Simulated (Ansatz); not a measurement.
C2H4GaNO, SMILES `O=[C]1N[CH2][GaH]1`: the same geometry under several functionals.

```yaml
crystal:
  periodic: [false, false, false]
  atoms:
    - {symbol: O, position_ang: [-2.151992, -1.120270, -0.729166]}
    - {symbol: C, position_ang: [-1.189968, -0.559282, -0.278775]}
    - {symbol: N, position_ang: [0.047069, -0.432224, -0.862014]}
    - {symbol: C, position_ang: [1.016131, 0.307477, -0.067352]}
    - {symbol: Ga, position_ang: [-0.444337, 0.510070, 1.311267]}
    - {symbol: H, position_ang: [0.239808, -0.831665, -1.772813]}
    - {symbol: H, position_ang: [1.361543, 1.222565, -0.555202]}
    - {symbol: H, position_ang: [1.882951, -0.293203, 0.219860]}
    - {symbol: H, position_ang: [-0.672705, 1.150234, 2.717096]}
basis:
  gaussian: {orbitals: def2-TZVPP}
hamiltonian: {xc: pbe, dispersion: d4}
output: {forces: true, orbitals: {seedname: orbitals}}
```

```sh
$ ansatz run in.yaml --threads 4 --pin off --events-out ev --progress --plain --max-ram 10444MiB
```

It prints (some lines left out):

```
Functional definition: PBE
1270 factors; their error is unknown
mean field evaluation 1: about -58025.5222 eV, gradient 8.9e1 eV
mean field evaluation 2: about -57886.1839 eV, gradient 2.3e2 eV
mean field evaluation 4: about -58038.8356 eV, gradient 3.5e1 eV
mean field evaluation 8: about -58041.1210 eV, gradient 6.4e-1 eV
mean field evaluation 16: about -58041.1029 eV, gradient 1.4e-3 eV
mean field -58041.10293416 eV, -2132.9711911576 hartree, gradient 1.7e-5 eV, S^2 0.000000; 0 other end points of the search recorded, 0 dependent functions left out
reference -58041.10297623 eV, -2132.9711927039 hartree; 31, 31 occupied and 197, 197 virtual orbitals, 1270 factors
Total energy: -58041.30271209 eV, -2132.9785328613 hartree
Atom 0 at    -2.151992    -1.120270    -0.729166 Å, force    -0.927833    -0.511895    -0.377049 eV/Å
Atom 1 at    -1.189968    -0.559282    -0.278775 Å, force     0.293851     0.269527     0.329367 eV/Å
Atom 2 at     0.047069    -0.432224    -0.862014 Å, force     0.196700     0.066228    -0.002846 eV/Å
Atom 3 at     1.016131     0.307477    -0.067352 Å, force     0.186864     0.074625     0.020549 eV/Å
Atom 4 at    -0.444337     0.510070     1.311267 Å, force    -0.092651     0.097246     0.252366 eV/Å
Atom 5 at     0.239808    -0.831665    -1.772813 Å, force     0.077241    -0.154438    -0.354121 eV/Å
Atom 6 at     1.361543     1.222565    -0.555202 Å, force     0.074636     0.193569    -0.079184 eV/Å
Atom 7 at     1.882951    -0.293203     0.219860 Å, force     0.178637    -0.108481     0.075340 eV/Å
Atom 8 at    -0.672705     1.150234     2.717096 Å, force     0.012555     0.073620     0.135578 eV/Å
Dipole moment:     0.624580     0.298011     0.162842 e Å
```

Hardware: 4 threads of an Arm Neoverse V2 on a shared host. Wall time 2 s, peak host memory 0.29 GiB.

Changing it to `hamiltonian: {xc: {name: wB97M-V}}` (abridged; 8 s):

```
Functional definition: wB97M-V
mean field evaluation 16: about -58050.6382 eV, gradient 1.5e-4 eV
mean field -58050.63821768 eV, -2133.3216063640 hartree, gradient 5.9e-5 eV, S^2 0.000000
Total energy: -58050.63826528 eV, -2133.3216081133 hartree
Atom 0 force    -0.092481    -0.066142    -0.066866 eV/Å
Atom 1 force    -0.036458     0.118293     0.255602 eV/Å
Atom 2 force     0.060460    -0.164878    -0.363198 eV/Å
Atom 3 force     0.184867     0.156385     0.181729 eV/Å
Atom 4 force     0.017030     0.041523     0.069638 eV/Å
Atom 5 force    -0.033484     0.029492     0.080010 eV/Å
Atom 6 force    -0.031119    -0.083653     0.043622 eV/Å
Atom 7 force    -0.078523     0.054416    -0.026893 eV/Å
Atom 8 force     0.009709    -0.085436    -0.173643 eV/Å
Dipole moment:     0.653295     0.357705     0.260286 e Å
```

The same input with `hamiltonian: {xc: {name: BHLYP}, dispersion: d4}` and no forces (abridged; 2.3 s):

```
Functional definition: BHLYP
mean field evaluation 16: about -58051.3288 eV, gradient 4.4e-5 eV
mean field -58051.32880414 eV, -2133.3469849482 hartree, gradient 4.4e-5 eV, S^2 0.000000
Total energy: -58051.58349806 eV, -2133.3563447771 hartree
```

With the line `hamiltonian: {xc: {name: LC-wPBE}}` and no forces (abridged; 2 s):

```
Functional definition: LC-wPBE
mean field evaluation 16: about -58044.9188 eV, gradient 3.2e-4 eV
mean field -58044.91878765 eV, -2133.1114211869 hartree, gradient 5.9e-5 eV, S^2 0.000000
Total energy: -58044.91878765 eV, -2133.1114211871 hartree
```

Changing it to `hamiltonian: {xc: {name: wB97X-V}}` and no forces (abridged; 6 s):

```
Functional definition: wB97X-V
mean field evaluation 16: about -58048.7986 eV, gradient 4.5e-4 eV
mean field -58048.79861064 eV, -2133.2540020521 hartree, gradient 2.7e-5 eV, S^2 0.000000
Total energy: -58048.79860868 eV, -2133.2540019802 hartree
```

With the line `hamiltonian: {xc: pbe0, dispersion: d4}` and no forces (abridged; 2.5 s):

```
Functional definition: PBE0
mean field evaluation 16: about -58042.1695 eV, gradient 1.1e-4 eV
mean field -58042.16948283 eV, -2133.0103860985 hartree, gradient 3.2e-5 eV, S^2 0.000000
Total energy: -58042.33671856 eV, -2133.0165318981 hartree
```
